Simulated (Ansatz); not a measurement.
Gas-phase electronic energies from Ansatz, PBE0-D4/def2-TZVP geometries. CCSD(T)/CBS is the MP2 limit (def2-TZVPP, def2-QZVPP) plus CCSD(T) − MP2 in def2-TZVPP, frozen cores. Functionals use def2-TZVPP. B3LYP here is the variant with VWN-RPA as its local correlation; programs differ in this. For Br, Ge outer-core shells are correlated without core-valence functions, which leaves a few kJ/mol of doubt a bond. Scalar relativity is left out up to krypton. Each species was taken in one conformer, which may not be the lowest.

Reaction (redistribution): `OCN[SiH2]F` + `[GeH3][Br]` → `OCN[SiH2]Br` + `[F][GeH3]`

Question: Is it downhill or uphill in electronic energy at CCSD(T)/CBS, and by how much? (Best estimate.)

Answer: Ansatz gave: Uphill: ΔE = +81.2 kJ/mol.

Question: What do these levels give: PBE-D4, r2SCAN-D4, B3LYP-D4, ωB97X-V, B2PLYP, PBE, B3LYP, HF/def2-TZVPP, SCS-MP2/def2-TZVPP, CCSD/def2-TZVPP, CCSD(T)/def2-TZVPP, HF/def2-QZVPP? (Best estimate.)

Answer: Computed: PBE-D4 74.4, r2SCAN-D4 79.1, B3LYP-D4 79.9, ωB97X-V 77.8, B2PLYP 81.9, PBE 76.0, B3LYP 82.4, HF/def2-TZVPP 86.7, SCS-MP2/def2-TZVPP 80.4, CCSD/def2-TZVPP 83.5, CCSD(T)/def2-TZVPP 82.0, HF/def2-QZVPP 86.1 kJ/mol.

Largest T1 diagnostic among the species: 0.012.

In def2-TZVPP, CCSD(T) changes the Hartree–Fock value by −4.7 kJ/mol (the triples alone add −1.5 kJ/mol) and MP2 by −5.9 kJ/mol. From PBE to PBE0 (25 % exact exchange), in def2-TZVPP and without D4, ΔE moves by +3.8 kJ/mol.
